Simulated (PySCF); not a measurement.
Isomers of C7H5N, one conformer each; single-point electronic energies without zero-point terms and without any empirical dispersion term.

All values: B3LYP/def2-SVPD (PySCF, non-relativistic), each on one gas-phase PBE0-D3(BJ)/def2-SVP geometry that isn't relaxed in the solvent. The solvent is an IEF-PCM continuum (cavity from Bondi-type radii × 1.2). Specific hydrogen bonds and non-electrostatic terms are outside this model.

```
            isomer  relative energy, gas (kcal/mol)  dipole (D)
     `C#Cc1cccnc1`                              0.0        2.04
`C#C/C=C(/C#N)C=C`                             31.9        4.00
```

**Question.** How do the relative energies look in dichloromethane (ε = 8.93)?

**Answer.** 
```csv
isomer,"relative energy, solvent (kcal/mol)",E(solvent) − E(gas) (kcal/mol),dipole in solvent (D)
`C#Cc1cccnc1`,0.0,-4.6,2.75
`C#C/C=C(/C#N)C=C`,30.9,-5.6,5.12
```

The order is unchanged. Conformers: `[CH:1]#[C:2]/[CH:3]=[C:4](/[C:5]#[N:6])[CH:7]=[CH2:8]` with C3–C4–C7–C8 180°. `C#C/C=C(/C#N)C=C` gains most from the continuum, and it has the largest gas-phase dipole. The gains span 1.0 kcal/mol, the gas-phase energies 31.9 kcal/mol.
